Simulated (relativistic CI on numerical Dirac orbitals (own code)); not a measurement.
# Se XV: sensitivity of the levels to the model

Base calculation: Dirac-Coulomb-Breit CI, orbitals from a KLI potential per configuration, model QED (radiative potential, 1s self-energy scaled to tabulated hydrogen-like ionisation energies), unscaled Slater integrals.

CI space (outside the closed core [Ne]): 3s2 3p6 3d2, 3s2 3p5 3d3, 3s 3p6 3d3, 3s2 3p6 3d 4s, 3s2 3p6 3d 4p, 3s2 3p6 3d 4d, 3s2 3p6 3d 4f, 3s2 3p6 4s2, 3s2 3p5 3d2 4s, 3s2 3p6 4s 4p, 3s2 3p5 3d2 4p, 3s2 3p6 3d 5s, 3s2 3p6 4p2, 3s2 3p6 4s 4d, 3s2 3p6 3d 5p, 3s2 3p6 4p 4d, 3s2 3p6 3d 5d, 3s2 3p5 3d2 4d, 3s 3p6 3d2 4s, 3s2 3p6 3d 5f, 3s2 3p6 3d 5g, 3s2 3p6 4d2, 3s 3p6 3d2 4p, 3s2 3p6 3d 6s, 3s2 3p6 3d 6p, 3s2 3p6 3d 6d, 3p6 3d4, 3p5 3d5. Double excitations out of closed p, d and f shells are left out; levels of such configurations are missing from the list, as are those of other unlisted configurations, and high levels can miss mixing partners. These lack a partner that the ground configuration has and come out too high: 3s2 3p5 3d2 4s, 3s2 3p5 3d2 4p, 3s2 3p5 3d2 4d.

Variants: (1) valence Slater integrals scaled by 0.9; (2) non-relativistic limit; (3) one mean potential for all configurations. Shifts of the energy above 3s2 3p6 3d2 3F_2, in cm⁻¹, for the lowest level and the first level of each name with at least 55 % of one term (blank where a level changes its place among those of its configuration and J or its character, or is not in the variant):

```
            Level    Base    Δ(1)    Δ(2)  Δ(3)
 3s2 3p6 3d2 3F_2       0       0       0     0
 3s2 3p6 3d2 3F_3    7270     +79   -7270    +8
 3s2 3p6 3d2 3F_4   15115     +29  -15115   +15
 3s2 3p6 3d2 1D_2   39565   -3048   -6718    -8
 3s2 3p6 3d2 3P_0   42372   -3549   -4541    -6
 3s2 3p6 3d2 3P_1   45527   -3432   -7696    -2
 3s2 3p6 3d2 3P_2   53095   -3285  -15264    +4
 3s2 3p6 3d2 1G_4   62696   -5067   -9405    -4
 3s2 3p6 3d2 1S_0  142936  -12891  -10567    -5
3s2 3p5 3d3 5D°_2  671379  +10712          -147
3s2 3p5 3d3 5D°_3  672257  +10707  -24764  -146
3s2 3p5 3d3 5D°_1  672446  +10733  -24953  -148
3s2 3p5 3d3 5S°_2  672715  +11668          -152
3s2 3p5 3d3 5D°_0  673990  +10825  -26497  -150
3s2 3p5 3d3 5F°_5  687772   +9668  -29860  -140
3s2 3p5 3d3 5F°_1  692128   +9793  -34216  -145
3s2 3p5 3d3 5G°_6  704596   +7947  -24895  -128
3s2 3p5 3d3 5G°_5  714952   +7737  -35251  -132
3s2 3p5 3d3 3F°_2  719761   +6776          -146
3s2 3p5 3d3 3F°_3  728094   +6220  -27514  -149
3s2 3p5 3d3 3P°_2  733231   +4977          -153
3s2 3p5 3d3 3D°_3  739611   +4843  -31423  -152
```

At this charge energies of transitions that change n are usually good to better than 1 %, and those within a shell (Δn = 0) to a few per cent. Terms inside the open d or f shell come out 10 to 20 % too wide with unscaled integrals.

Ionisation energy from the two ground configurations alone: base 472.591 eV; valence Slater integrals scaled by 0.9 472.283 eV. The NIST ASD value (theoretical) is 473 eV.

LS names give the leading component of a level, which can be under half, so a name can repeat, a term be missing and a line seem to break the LS rules.
